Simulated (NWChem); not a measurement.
**Basis-set convergence for CH6BN**

SMILES: BNC
```xyz
9

B     -1.3743    -0.2230     0.0000
H     -2.1170    -1.1876     0.0000
H     -1.7915     0.9223     0.0000
N      0.0048    -0.4393     0.0000
C      1.0601     0.5578     0.0000
H      0.3511    -1.4028     0.0000
H      1.7126     0.4717    -0.8966
H      1.7126     0.4717     0.8966
H      0.6090     1.5682     0.0000
```
Charge 0, spin multiplicity 1.

The numbers come from NWChem runs, not from measurements. The geometry was optimised at PBE/def2-SVP, a minimum by its harmonic frequencies. It is one conformer; others weren't searched.

Quantity: vertical ionisation energy at the level ΔPBE0 (Δ: difference of total energies, the cation a doublet at the parent's geometry with its hole in an orbital of symmetry a" (Cs labels); it is the state that the SCF runs reached, from PBE0 orbitals for Hartree-Fock references, and need not be the lowest).

The Pople sets run with spherical d functions. The structure started from a generated list of species. The stability of the SCF solutions was not checked.

The cost column gives rough processor time relative to 3-21G; each entry includes its own SCF.

```
basis       functions  vertical ionisation energy (eV)  relative cost
----------  ---------  -------------------------------  -------------
3-21G              39                            10.10              1
6-31G*             54                            10.01        under 3
6-31+G*            66                            10.12        under 3
pcseg-1            72                            10.19        under 3
6-311G**           90                            10.11        under 3
def2-SVPD         108                            10.19              4
def2-TZVP         129                            10.13              7
def2-TZVPD        165                            10.13             10
cc-pVTZ           174                            10.12             10
def2-TZVPP        177                            10.13             10
```

Smallest basis within 0.1 eV of def2-TZVPP, the largest set run: 3-21G, with 39 functions against 177 and about 8 % of the time (also within reach: 6-31+G*, pcseg-1, 6-311G**, def2-SVPD, def2-TZVP, def2-TZVPD, cc-pVTZ). def2-TZVPP isn't the basis-set limit itself, and a small set can land close by cancellation.
